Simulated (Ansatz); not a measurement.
```xyz
4

Al    0.0000    0.0000    0.0000
Cl    1.9126    0.0000    0.0000
Cl   -0.9563    1.6564    0.0000
Cl   -0.9563   -1.6564    0.0000
```

Basis set: def2-TZVP (spherical functions). Correlated methods keep 20 orbitals frozen. Charge 0, multiplicity 1.

Computed with Ansatz (development build ahead of 0.2.0); each method stands on the lowest determinant of its kind that the runs found. Restricted open shells among the atoms or ions are ROHF, correlated in semicanonical orbitals with singles.

(1) Give the atomization energy at this shape (free ground-state atoms in the same class of orbitals less the molecule, no zero-point energy) of singlet AlCl3 by RHF-MP2, RHF.

Results:

(1)

```json
{"method": "RHF-MP2", "atomization energy": "12.65 eV"}
{"method": "RHF", "atomization energy": "10.17 eV"}
```

Caution: no unrestricted run beside it, a lower state can exist; the shape is not the minimum.
